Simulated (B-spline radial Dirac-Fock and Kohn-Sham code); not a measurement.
## What relativity does to the binding energies of Bi⁴²⁺

System: Bi⁴²⁺ in the configuration 1s2 2s2 2p6 3s2 3p6 3d10 4s2 4p6 4d5.

Both columns are ΔSCF binding energies of the configuration average from a radial finite-basis atomic code: non-relativistic Hartree-Fock with a point nucleus, and Dirac-Fock with a finite nucleus and the Coulomb interaction alone, averaged over the two j levels with weights 2j+1.

```
shell  Hartree-Fock (eV)  Dirac-Fock (eV)  shift (eV)  shift (%)
   1s            83507.4          93010.4    +9502.96     +11.38
   2s            15856.3          18436.1    +2579.79     +16.27
   2p            15325.7          16207.5     +881.80      +5.75
   3s             5268.3           5942.9     +674.61     +12.81
   3p             5020.5           5283.3     +262.79      +5.23
   3d             4566.9           4553.2      -13.69      -0.30
   4s             2414.5           2637.5     +223.01      +9.24
   4p             2296.9           2388.3      +91.37      +3.98
   4d             2101.8           2106.4       +4.60      +0.22
```

Relativity binds 1s, 2s, 2p, 3s, 3p, 4s, 4p, 4d more strongly, among those listed most of all 2s in relative terms, and 3d more weakly, because the contracted s and p shells screen the nucleus better.

Values without a named source are computed, but for edge energies of neutral atoms, which are taken from tables.
